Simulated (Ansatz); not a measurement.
Coupled-cluster run, C₂H₂BrI, SMILES `Br/C=C/I`.

```yaml
crystal:
  periodic: [false, false, false]
  atoms:
    - {symbol: Br, position_ang: [-0.965690, 1.605092, -1.364287]}
    - {symbol: C, position_ang: [0.160012, 0.325325, -0.572160]}
    - {symbol: C, position_ang: [-0.182495, -0.306920, 0.533390]}
    - {symbol: I, position_ang: [1.057878, -1.718230, 1.407737]}
    - {symbol: H, position_ang: [1.087099, 0.171940, -1.106715]}
    - {symbol: H, position_ang: [-1.114604, -0.141206, 1.055836]}
basis:
  gaussian: {orbitals: def2-TZVPP}
correlation: {method: ccsd_t}
output: {orbitals: {seedname: orbitals}}
```

```sh
$ ansatz run in.yaml --threads 4 --pin off --events-out ev --progress --plain --max-ram 10444MiB
```

The program prints (abridged):

```
Functional definition: HF
1351 factors; integrals over basis functions are off by at most 9.0e-4 eV
mean field evaluation 1: about -80162.5156 eV, gradient 1.9e1 eV
mean field evaluation 2: about -80162.6940 eV, gradient 1.9e1 eV
mean field evaluation 4: about -80163.9232 eV, gradient 3.5e0 eV
mean field evaluation 8: about -80163.9619 eV, gradient 2.9e-1 eV
mean field -80163.96257799 eV, -2945.9712876558 hartree, gradient 3.2e-6 eV, S^2 0.000000; 0 other end points of the search recorded, 0 dependent functions left out; unrestricted orbitals would lower it
15 core orbitals not correlated: weight in the atoms' cores, before any rotation towards them, 1.000 or more for the frozen orbitals, at most 0.000 for the correlated occupied ones
reference -80163.96257799 eV, -2945.9712876558 hartree; 22, 22 occupied and 151, 151 virtual orbitals, 1351 factors
second order -29.78738647 eV of doubles, -0.00000000 eV of singles
cycle   1  -28.54064190 eV  change     1.2e0 eV  update   1.1e-1
cycle   2  -29.26704794 eV  change   -7.3e-1 eV  update   3.3e-2
cycle   3  -29.38197194 eV  change   -1.1e-1 eV  update   1.5e-2
cycle   4  -29.35973522 eV  change    2.2e-2 eV  update   4.2e-3
cycle   5  -29.36128977 eV  change   -1.6e-3 eV  update   1.9e-3
cycle   6  -29.36324446 eV  change   -2.0e-3 eV  update   4.3e-4
cycle   7  -29.36306738 eV  change    1.8e-4 eV  update   1.8e-4
cycle   8  -29.36294880 eV  change    1.2e-4 eV  update   6.1e-5
cycle   9  -29.36296851 eV  change   -2.0e-5 eV  update   2.9e-5
perturbative correction -1.04165812 eV, -0.0382802297 hartree
Total energy: -80194.36720462 eV, -2947.0886370752 hartree
```

It took 49 s on 4 threads of an Intel Xeon on a shared host, with 2.5 GiB of host memory at the peak.

MP2 recovers 98.0 % of the CCSD(T) correlation energy and the triples give 3.4 %; T1 = 0.0089.
